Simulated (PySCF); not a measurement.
Sn(Me)2, C2H6Sn, SMILES [Sn]([CH3])[CH3] at its PBE0/def2-SVP optimised geometry (Å):

```
9

Sn    -0.7484    -0.7937     0.0000
C      1.4584    -0.7937     0.0000
H      1.8306    -0.2291     0.8721
H      1.8243    -0.2725    -0.9016
H      1.8865    -1.8064     0.0216
C     -0.8543     1.4105     0.0000
H     -0.3214     1.8064    -0.8817
H     -0.3374     1.8037     0.8924
H     -1.8865     1.7895    -0.0083
```

Computed with PBE0/def2-TZVP, def2 effective core potentials past Kr run with PySCF 2.14.0. The core electrons that the potentials of Sn replace are not part of the density.

Map of the electrostatic potential (hartree/e), clipped to [-0.08, 0.12] on the plane z = 0.6 Å:

```
|111111110000011111111111111|
|111111100000001111111111111|
|111111100000001111111111111|
|111111100000011111111111111|
|111111110011211111111111111|
|111122332246652111111111111|
|111224676899995211111111111|
|111235999999997211111111111|
|111224799999996211111111111|
|111123469999994111111111111|
|111112238999952111111111111|
|111112236999853212343211111|
|111112369999996335998411011|
|111123599999999669999621000|
|111123799999999999999820000|
|111123899999999999999610000|
|111113799999999999999410000|
|100012599999999999999310000|
|000001379999999669998310000|
|000000138999997434999421111|
|000000013579864223697421111|
|000000001233432212354321111|
|000000000012222112222211111|
|000000000001111111222211111|
|100000000001111111111111111|
|110000000001111111111111111|
|111000000011111111111111111|
```
Scale: ten equal steps from -0.022 (start of '0') to 0.120 (end of '9'), in the order '0123456789'; x runs from -4.00 to 4.00, y from -4.00 (bottom) to 4.00 (top).
